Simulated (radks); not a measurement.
The bismuth anion Bi3-, [Rn], held by a Watson sphere: a shell of charge +3 at radius R that stands for the Madelung well of a crystal (potential energy -3/R inside, -3/r outside, in hartree with lengths in bohr). Calculated with a radial shooting solver on a logarithmic mesh with Libxc functionals: scalar-relativistic Kohn-Sham, LDA (Slater exchange, Perdew-Wang correlation), spin-unpolarised, spherical densities, point nucleus. Response by self-consistent Sternheimer equations with the Hartree and adiabatic LDA kernel, the relativistic mass of each level held fixed and spin-orbit coupling left out. The sphere does not respond.

R (bohr)  e(5d) (eV)  e(6s) (eV)  e(6p) (eV)  <r> 6p (bohr)  sum of <r^2> (bohr^2)  X-ray form factor at sin(theta)/lambda = 0.3 1/angstrom  alpha (bohr^3)
3.22         -25.909     -14.950      -6.031          3.120                  111.4                                                   62.277           79.32
3.75         -25.120     -13.821      -5.253          3.334                  121.6                                                   62.348           110.0
5.44         -23.931     -11.921      -3.400          3.971                  157.7                                                   62.401           294.2
6.38         -23.610     -11.439      -2.740          4.296                  180.6                                                   62.408           483.3
6.45         -23.591     -11.412      -2.699          4.319                  182.4                                                   62.408           500.8
6.47         -23.585     -11.404      -2.687          4.326                  182.9                                                   62.408           506.0
6.55         -23.564     -11.375      -2.641          4.353                  185.0                                                   62.409           527.0
